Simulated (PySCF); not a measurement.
**Spin–spin couplings to the heavy atom in `InChI=1S/C6H11I/c7-6-4-2-1-3-5-6/h6H,1-5H2`**

Geometry (Å), atoms numbered from 1 in this order:
```xyz
18

I    -3.531    0.411   -0.863
C    -1.529    0.234   -0.015
C    -0.554    1.120   -0.769
C     0.845    0.998   -0.162
C     1.314   -0.452   -0.125
C     0.313   -1.333    0.613
C    -1.089   -1.219    0.011
H    -1.668    0.608    1.011
H    -0.526    0.806   -1.827
H    -0.894    2.166   -0.757
H     0.833    1.405    0.866
H     1.550    1.623   -0.733
H     2.309   -0.524    0.343
H     1.430   -0.822   -1.160
H     0.278   -1.035    1.677
H     0.635   -2.387    0.600
H    -1.808   -1.828    0.580
H    -1.083   -1.612   -1.020
```

Calculated values (PySCF integrals, density fitting): indirect couplings, PBE0/pcJ-1 (dyall-v2z on I), isolated molecule, Gaussian nuclear model, PBE0-D3(BJ)/def2-SVP geometry.

Non-relativistic values:
```json
{"coupling": "1J(127I,13C)", "atoms": "I1 – C2", "J (Hz)": "-62.8"}
{"coupling": "2J(127I,13C)", "atoms": "I1 – C3/C7", "J (Hz)": "4.4"}
{"coupling": "2J(127I,1H)", "atoms": "I1 – H8", "J (Hz)": "21.0"}
{"coupling": "3J(127I,13C)", "atoms": "I1 – C4/C6", "J (Hz)": "3.5"}
{"coupling": "3J(127I,1H)", "atoms": "I1 – H9/H18", "J (Hz)": "5.5"}
{"coupling": "3J(127I,1H)", "atoms": "I1 – H10/H17", "J (Hz)": "4.3"}
{"coupling": "4J(127I,13C)", "atoms": "I1 – C5", "J (Hz)": "-1.1"}
{"coupling": "4J(127I,1H)", "atoms": "I1 – H11/H15", "J (Hz)": "-0.6"}
{"coupling": "4J(127I,1H)", "atoms": "I1 – H12/H16", "J (Hz)": "1.1"}
{"coupling": "5J(127I,1H)", "atoms": "I1 – H13", "J (Hz)": "4.8"}
```

Task: What do two-component X2C with spin–orbit coupling give?

Result: 
```
    coupling         atoms  with spin–orbit (Hz)
1J(127I,13C)       I1 – C2                 -74.7
2J(127I,13C)    I1 – C3/C7                   1.5
 2J(127I,1H)       I1 – H8                  26.0
3J(127I,13C)    I1 – C4/C6                   2.1
 3J(127I,1H)   I1 – H9/H18                   6.1
 3J(127I,1H)  I1 – H10/H17                   4.7
4J(127I,13C)       I1 – C5                  -1.0
 4J(127I,1H)  I1 – H11/H15                  -0.8
 4J(127I,1H)  I1 – H12/H16                   1.4
 5J(127I,1H)      I1 – H13                   5.7
```

The largest listed coupling, 1J(127I,13C), ends at 1.19 times its non-relativistic value. Equivalent partners are averaged, as under fast rotation. Couplings to strongly quadrupolar nuclei (127I) are seldom resolved in solution.
